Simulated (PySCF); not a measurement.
From computed data to an observable: entropy of an ideal gas

SZn, SMILES [S]=[Zn].

The structure is a stationary point at B3LYP-D3(BJ)/def2-TZVP.

B3LYP-D3(BJ)/def2-TZVP (PySCF 2.14.0) gives the harmonic wavenumbers 435 cm⁻¹ and the rotational temperature 0.2611 K. The molar mass is 97.44 g/mol, the symmetry number 1, the spin multiplicity 1.

Question: Work out the entropy at 298.15 K and 1 atm in the rigid-rotor, harmonic-oscillator model.

Answer: 
Translation (Sackur–Tetrode at 1 atm): S = R[1.5 ln M + 2.5 ln T − 1.16487] = 165.9 J/(mol K).
Rotation: q = T/(σ θ) = 1140, S = R[ln q + 1] = 66.9 J/(mol K).
Vibration: with u = 1.4388 ν/T, each mode gives R[u/(e^u − 1) − ln(1 − e^−u)]:
```tsv
ν (cm⁻¹)	modes	u	S (J/(mol K))
435	1	2.10	3.52
```
These are all the modes. Sum 3.5 J/(mol K).
Spin: R ln 1 = 0.0 J/(mol K).
Total 236.2 J/(mol K); the program's own thermochemistry gives 236.2. Translation makes up 70 % and vibration 1 %. Anharmonicity, hindered rotation and orbital degeneracy are left out.
